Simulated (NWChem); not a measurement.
# AlHOBrCl; SMILES [OH][Al]([Br])[Cl]

```xyz
5

Al     0.4337    -0.6134     0.0000
Cl    -0.9659    -2.1714     0.0000
Br    -0.2474     1.5355     0.0000
O      2.0803    -1.0563     0.0000
H      2.7976    -0.4025     0.0000
```
Atoms are numbered in this order, from 1.

Results from NWChem. Structure relaxed at the PBE-D3(BJ)/def2-SVP level. Vertical excitations in the gas phase; the lowest state need not have the same character in each row.

```json
[
 {"level": "PBE/def2-SVP, full TDDFT", "lowest excitation, singlet (eV)": "(withheld)", "oscillator strength of that lowest state": "0.013", "orbital gap (eV)": "(withheld)"},
 {"level": "B3LYP/def2-SVP, full TDDFT", "lowest excitation, singlet (eV)": "6.09", "oscillator strength of that lowest state": "0.018", "orbital gap (eV)": "7.14"},
 {"level": "LDA (Slater exchange, VWN5)/def2-SVP, full TDDFT", "lowest excitation, singlet (eV)": "5.54", "oscillator strength of that lowest state": "0.012", "orbital gap (eV)": "5.39"},
 {"level": "PBE0/def2-SVP, full TDDFT", "lowest excitation, singlet (eV)": "6.35", "oscillator strength of that lowest state": "0.019", "orbital gap (eV)": "7.72"}
]
```

Complete the blanks.


- PBE/def2-SVP, full TDDFT, lowest excitation, singlet (eV): 5.62
- PBE/def2-SVP, full TDDFT, orbital gap (eV): 5.49
